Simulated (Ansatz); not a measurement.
H3NOSn (`[NH2][Sn][OH]`) from Hartree–Fock to CCSD(T)

```json
{"atom": "N1", "x (Å)": "0.6249", "y (Å)": "0.3915", "z (Å)": "-0.7629"}
{"atom": "Sn2", "x (Å)": "0.5566", "y (Å)": "0.5009", "z (Å)": "1.2547"}
{"atom": "O3", "x (Å)": "-1.0482", "y (Å)": "-0.6410", "z (Å)": "1.4899"}
{"atom": "H4", "x (Å)": "1.3276", "y (Å)": "0.8579", "z (Å)": "-1.3159"}
{"atom": "H5", "x (Å)": "-0.0136", "y (Å)": "-0.1193", "z (Å)": "-1.3548"}
{"atom": "H6", "x (Å)": "-1.4473", "y (Å)": "-0.9900", "z (Å)": "0.6891"}
```

Total charge 0; spin multiplicity 1. Correlated methods include outer-core shells of Sn, which these sets cover unevenly. Sn: def2 effective core potential. Geometry: relaxed with PBE0-D4/def2-TZVP. It is one conformer, not always the lowest. Frozen core, restricted reference, the Gaussian-basis code of Ansatz.

```json
{"basis": "def2-SVP", "HF (Eh)": "?", "MP2 corr.": "-0.46000", "CCSD corr.": "-0.48203", "(T)": "?", "CCSD(T) total": "?"}
{"basis": "def2-TZVPP", "HF (Eh)": "?", "MP2 corr.": "-0.77490", "CCSD corr.": "-0.77338", "(T)": "?", "CCSD(T) total": "?"}
{"basis": "def2-QZVPP", "HF (Eh)": "-344.52031", "MP2 corr.": "-1.02403", "CCSD corr.": "–", "(T)": "–", "CCSD(T) total": "–"}
```

Q: Fill in the withheld values. (An estimate is asked.)

A: Ansatz gave: def2-SVP HF (Eh): -344.32700; def2-SVP (T): -0.01350; def2-SVP CCSD(T) total: -344.82253; def2-TZVPP HF (Eh): -344.51122; def2-TZVPP (T): -0.02775; def2-TZVPP CCSD(T) total: -345.31235.
